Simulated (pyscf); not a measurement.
## O=Si(F)–F, singlet

Gas-phase minimum from PySCF at ωB97X-D3(BJ)/def2-SVP, one conformer. 

```
Si
O 1 1.5115
F 1 1.5936 2 128.08
F 1 1.5937 2 128.09 3 -179.99
```
Charge 0, spin multiplicity 1.

Properties at ωB97X-D3(BJ)/def2-SVP:

| Item | Value |
|---|---|
| Harmonic wavenumbers, unscaled | 328, 345, 369, 834, 1003, 1359 cm⁻¹ |
| Zero-point energy | 6.1 kcal/mol |
| Rotational symmetry number | 2 |
| Entropy of this conformer at 298 K and 1 atm, rigid rotor and harmonic oscillator, modes under 100 cm⁻¹ raised to 100 | 277.6 J/(mol K) |
| Dipole moment | 2.07 D |

Single-point totals, which compare only within one level (frozen core for MP2 and CC):

| level | total energy (hartree) |
|---|---|
| ωB97X-D3(BJ)/def2-TZVP | -564.69520 |
| PBE/def2-TZVP | -564.25744 |
| r²SCAN/def2-TZVP | -564.52703 |
| B3LYP-D3(BJ)/def2-TZVP | -564.68859 |
| PBE0-D3(BJ)/def2-TZVP | -564.27320 |
| M06-2X/def2-TZVP | -564.55486 |
| ωB97M-D3(BJ)/def2-TZVP | -564.75990 |
| HF/def2-TZVPP | -562.93441 |
| MP2/def2-TZVPP | -563.77981 |
| CCSD/def2-TZVPP | -563.77408 |
| CCSD(T)/def2-TZVPP | -563.80356 |

The CCSD(T) − MP2 part came from Ansatz, without density fitting, on the same reference.
